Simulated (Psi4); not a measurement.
Calculation: SAPT0/jun-cc-pVDZ, frozen core (Psi4).

Psi4 input:

```
molecule {
0 1
C 1.24572850 -0.09249351 -0.34146932
C 0.01251986 0.62008825 0.16812731
C -1.25178591 -0.20524631 0.26044765
O 0.03611667 1.78647467 0.48486781
H 1.06261248 -0.49542675 -1.34080278
H 2.08873792 0.59353235 -0.36999631
H 1.48274515 -0.94256962 0.30339915
H -1.51240464 -0.60651266 -0.72223303
H -2.06926961 0.40448842 0.63734965
H -1.09500041 -1.06233485 0.92030987
--
0 1
Ge 1.76767628 3.94099280 0.20901101
H 2.66459739 5.17863817 0.05847413
H 2.45258589 2.92149241 1.13118932
H 1.53375483 3.30739080 -1.17037952
H 0.41974138 4.35645463 0.81675352
units angstrom
symmetry c1
no_reorient
no_com
}
set basis jun-cc-pvdz
set scf_type df
set freeze_core true
energy('sapt0')
```

Part of the output:

```
    SAPT Results
  --------------------------------------------------------------------------------------------------------
    Electrostatics                -12.10790307 [mEh]      -7.59782389 [kcal/mol]     -31.78929514 [kJ/mol]
      Elst10,r                    -12.10790307 [mEh]      -7.59782389 [kcal/mol]     -31.78929514 [kJ/mol]

    Exchange                       21.03907247 [mEh]      13.20221729 [kcal/mol]      55.23807715 [kJ/mol]
      Exch10                       21.03907247 [mEh]      13.20221729 [kcal/mol]      55.23807715 [kJ/mol]
      Exch10(S^2)                  20.82324133 [mEh]      13.06678121 [kcal/mol]      54.67141257 [kJ/mol]

    Induction                      -3.65918218 [mEh]      -2.29617148 [kcal/mol]      -9.60718148 [kJ/mol]
      Ind20,r                     -13.02573028 [mEh]      -8.17376916 [kcal/mol]     -34.19905015 [kJ/mol]
      Exch-Ind20,r                 10.61806834 [mEh]       6.66293848 [kcal/mol]      27.87773459 [kJ/mol]
      delta HF,r (2)               -1.25152024 [mEh]      -0.78534080 [kcal/mol]      -3.28586593 [kJ/mol]

    Dispersion                     -5.61238444 [mEh]      -3.52182441 [kcal/mol]     -14.73531332 [kJ/mol]
      Disp20                       -6.95206816 [mEh]      -4.36248863 [kcal/mol]     -18.25265243 [kJ/mol]
      Exch-Disp20                   1.33968371 [mEh]       0.84066422 [kcal/mol]       3.51733911 [kJ/mol]
      Disp20 (SS)                  -3.47603408 [mEh]      -2.18124431 [kcal/mol]      -9.12632621 [kJ/mol]
      Disp20 (OS)                  -3.47603408 [mEh]      -2.18124431 [kcal/mol]      -9.12632621 [kJ/mol]
      Exch-Disp20 (SS)              0.71030111 [mEh]       0.44572067 [kcal/mol]       1.86489530 [kJ/mol]
      Exch-Disp20 (OS)              0.62938261 [mEh]       0.39494355 [kcal/mol]       1.65244381 [kJ/mol]

  Total HF                          5.27198722 [mEh]       3.30822192 [kcal/mol]      13.84160053 [kJ/mol]
  Total SAPT0                      -0.34039723 [mEh]      -0.21360248 [kcal/mol]      -0.89371279 [kJ/mol]
```
